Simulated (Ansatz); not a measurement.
Cd2Te⁺, relaxed as a doublet with UKS PBE-D4/def2-TZVP in Ansatz, starting from the GFN1-xTB geometry. Force threshold 0.02 eV/Å.

In the def2 sets Cd, Te take a core potential; there is no spin–orbit coupling. The relaxation made no stability test and no search for a lower SCF solution. Another isomer (doublet) lies 0.09 eV lower at PBE0-D4/def2-TZVP.

Start:

| atom | x (Å) | y (Å) | z (Å) |
| --- | --- | --- | --- |
| Cd1 | 2.331 | -0.752 | 0.812 |
| Cd2 | -2.476 | 0.637 | -0.350 |
| Te3 | 0.145 | 0.115 | -0.462 |

```csv
step,energy (eV),largest force component (eV/Å),SCF passes
1,-16417.9362,0.641,22
2,-16418.0491,0.158,25
3,-16418.0760,0.143,25
4,-16418.0834,0.077,24
5,-16418.0851,0.008,24
```

Force components are those of the run's own axes.

End:

```xyz
3

Cd    2.104   -0.752    0.965
Cd   -2.371    0.541   -0.117
Te    0.266    0.211   -0.848
```

By distances, no bond broke or formed. The bond that changes most is Cd1–Te3, from 2.67 to 2.76 Å (atoms count from 1).

No frequencies were taken in this run, so the end may be a saddle point.

Hardware: 4 threads of Arm Neoverse V2 on a shared host. Wall time 7.5 s.
